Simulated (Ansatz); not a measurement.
Born–Oppenheimer molecular dynamics of B₂H₂O₂ (6 atoms, charge 0, multiplicity 1). It starts from a relaxed structure.

Computed with RKS B3LYP/def2-SVP (Ansatz 0.2.0).

```yaml
ensemble: NVE (velocity Verlet)
time_step: 1 fs
steps_asked: 150
starting_velocities_drawn_for: 100 K
seed: 604053
```

First frame:

```xyz
6
Properties=species:S:1:pos:R:3
O -0.029 -0.810 -1.898
B -0.200 -0.362 -0.660
B 0.200 0.362 0.660
O 0.029 0.810 1.898
H 0.835 -0.610 -2.292
H -0.835 0.610 2.292
```

Question: How far do the bonds stretch over the last three quarters of this one trajectory? (Pairs bonded in most of those frames.)

Answer: 
```csv
bond,mean (Å),spread (Å),shortest,longest
O1–B2,1.328,0.007,1.31,1.34
O1–H5,0.971,0.006,0.96,0.98
B2–B3,1.558,0.019,1.52,1.59
B3–O4,1.329,0.007,1.32,1.34
O4–H6,0.971,0.007,0.96,0.98
```

Mean temperature of the second half: 49 K. The conserved energy stayed within 0.1 meV per atom of its start (net change 0.065 meV per atom), so the integration is sound. The temperature averaged 0.49 of the 100 K drawn at the start: a run that starts near a minimum puts about half its kinetic energy into the potential. A run of 0.15 ps of so small a system gives no equilibrium averages.

Run time: 70 s on 1 thread of AMD EPYC 9R45 96-Core Processor (Zen 5), with other jobs on the host, peak memory 0.12 GiB.
